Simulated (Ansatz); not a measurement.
Abridged output of a molecular run in Ansatz:

```
Functional definition: HF
214 factors; integrals over basis functions are off by at most 1.9e-4 eV
mean field evaluation 1: about -3666.9278 eV, gradient 1.3e1 eV
mean field evaluation 2: about -3666.9279 eV, gradient 1.3e1 eV
mean field evaluation 4: about -3667.6819 eV, gradient 6.8e-1 eV
mean field evaluation 8: about -3667.6911 eV, gradient 1.0e-3 eV
mean field evaluation 16: about -3667.6911 eV, gradient 8.2e-3 eV
mean field -3667.69112524 eV, -134.7851628021 hartree, gradient 6.5e-6 eV, S^2 0.752635; 1 other end points of the search recorded, 0 dependent functions left out
reference -3667.69112524 eV, -134.7851628021 hartree; 10, 9 occupied and 22, 23 virtual orbitals, 214 factors
second order -8.96674410 eV of doubles, -0.00000000 eV of singles
cycle   1  -8.11459992 eV  change    8.5e-1 eV  update   8.5e-2
cycle   2  -8.36718396 eV  change   -2.5e-1 eV  update   2.1e-2
cycle   3  -8.39266728 eV  change   -2.5e-2 eV  update   8.8e-3
cycle   4  -8.38716297 eV  change    5.5e-3 eV  update   1.6e-3
cycle   5  -8.38718479 eV  change   -2.2e-5 eV  update   3.7e-4
cycle   6  -8.38715999 eV  change    2.5e-5 eV  update   4.0e-5
cycle   7  -8.38714524 eV  change    1.5e-5 eV  update   8.4e-6
perturbative correction -0.16853009 eV, -0.0061933667 hartree
Total energy: -3676.24680057 eV, -135.0995780715 hartree
Checks for a lower state left out: cluster_reference
```

Its atoms:

Au alone.

Which basis set was used?
A. def2-SVP
B. cc-pV(T+d)Z
C. cc-pV(Q+d)Z
D. def2-SVPD

A. It gives 32 functions.

Write the keys of the input that set method, charge and spin (a neutral closed shell needs none for the last two).


```yaml
magnetization: {spin_polarized: true, initial_magnetization: 1}
correlation: {method: ccsd_t}
scf: {omitted_lower_state_checks: [cluster_reference]}
```
